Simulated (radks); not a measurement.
Question: The mean radii <r> (bohr) of the occupied orbitals of an atom or ion are listed with their occupations. Calculated with a radial shooting solver on a logarithmic mesh with Libxc functionals: Dirac Kohn-Sham, PBEsol, spin-unpolarised, spherical densities, finite nucleus; Fermi nuclear charge, rms radius of each element as measured or else 0.836 A^(1/3) + 0.57 fm.

orbital      occ.      <r>
1s1/2           2  0.02191
2s1/2           2  0.09278
2p1/2           2  0.07747
2p3/2           4  0.08431
3s1/2           2   0.2441
3p1/2           2   0.2337
3p3/2           4   0.2468
3d3/2           4   0.2188
3d5/2           6   0.2229
4s1/2           2   0.5529
4p1/2           2   0.5648
4p3/2           4   0.5944
4d3/2           4   0.6301
4d5/2           6   0.6406
5s1/2           2    1.332
5p1/2           2    1.491
5p3/2           4    1.584
4f5/2           3   0.8564
4f7/2           4   0.8688
5d3/2         0.4    2.464
5d5/2         0.6    2.527
6p1/2    0.333333    4.461
6p3/2    0.666667    4.681

Name the element and its charge. Open shells, if any, are shared by 2j + 1.

Answer: Z = 64, gadolinium, charge +1: Gd+ in [Xe] 4f7 5d1 6p1. The 1s radius gives Z: for a bare nucleus <r> = (2 gamma + 1)/(2Z) with gamma = sqrt(1 - (Z/c)^2), 0.02163 bohr for Z = 64, and screening makes it slightly larger (0.02191 here). The occupations add up to 63, and the charge is Z minus that.
